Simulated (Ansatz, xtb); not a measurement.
Pulling on the Ga1–H2 bond in GaH3Se (SMILES [GaH2][SeH]) (multiplicity 1 held, fragments rigid). Energies count from the point at 1.561 Å.
Geometry at that point (charge 0, multiplicity 1):
```xyz
5

Ga     0.27486     0.01122    -1.15295
H     -0.80376    -0.57602    -2.11692
H      1.66170     0.60371    -1.55588
Se    -0.30399    -0.02840     1.11359
H      0.95712     0.59005     1.55217
```

U- levels take the lowest unrestricted solution at each point, which mixes spins at long bonds. Active spaces are followed from a long bond inwards. Levels need not reach the same state.

Cores are frozen in the correlated methods. Filled d and f shells under p-block atoms count as core.

Programs: Ansatz (Gaussian orbitals); xtb for the GFN methods. Each number belongs to the level named beside it. The GFN methods have no spin term and hold the electronic entropy of 300 K.

Energies in kcal/mol.

```csv
R (Å),GFN2-xTB,U-wB97X-V/cc-pVTZ,"FIC-NEVPT4(SD) on CASSCF(2,2)/cc-pVTZ","FIC-MRCISD+Q on CASSCF(2,2)/cc-pVTZ"
1.249,24.2,25.7,29.0,28.9
1.405,3.9,4.8,6.2,6.2
1.561,0.0,0.0,0.0,0.0
1.717,2.1,3.7,2.6,2.7
1.873,6.6,11.9,9.7,9.8
2.108,15.3,27.5,23.6,23.8
2.342,25.3,44.0,37.9,38.2
2.732,42.1,68.1,57.8,58.2
3.122,57.3,79.3,70.7,71.2
3.591,71.5,83.7,78.3,78.9
4.215,82.8,85.1,81.6,82.1
4.996,87.6,85.4,82.4,82.9
```

Doubts at one or more of the structures used: a spin-contaminated determinant (U-wB97X-V/cc-pVTZ).

Ansatz is an electronic-structure program.
